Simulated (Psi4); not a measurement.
Conformational energy of SMILES [SiH3]c1c(cccc1)[SeH]. Scanned: dihedral C2–C7–Se8–H16; all other coordinates were relaxed at GFN2-xTB. Points at φ and −φ are mirror images.

Geometry of the scan point at -30° (Å):
```
16

Si     2.5169    -0.3020     0.3092
C      0.6380    -0.2490     0.1156
C     -0.0836    -1.4402     0.1257
C     -1.4548    -1.4749    -0.0497
C     -2.1524    -0.2948    -0.2438
C     -1.4684     0.9057    -0.2445
C     -0.0922     0.9270    -0.0585
Se     0.7159     2.6764    -0.1252
H      3.1452     0.4209    -0.7983
H      2.9213    -1.7069     0.3038
H      2.8943     0.3185     1.5880
H      0.4524    -2.3681     0.2675
H     -1.9776    -2.4199    -0.0397
H     -3.2226    -0.3066    -0.3879
H     -2.0001     1.8379    -0.3864
H      1.8358     2.3836     0.7358
```

Computed with PBE-D3(BJ)/def2-SVP // GFN2-xTB (Psi4 1.11).

Scanned values (°): -165, -150, -135, -120, -105, -90, -75, -60, -45, -30, -15, 0, 15, 30, 45, 60, 75, 90, 105, 120, 135, 150, 165, 180.

### Question
Locate the minima and the barriers on this grid.

### Answer
Lower than their neighbours: -165° (0.3 kcal/mol), -45° (0.0 kcal/mol), 45° (0.0 kcal/mol), 165° (0.3 kcal/mol). Higher than their neighbours: -120° (0.4 kcal/mol), 0° (0.4 kcal/mol), 120° (0.4 kcal/mol), 180° (0.3 kcal/mol). The whole profile spans 0.4 kcal/mol.
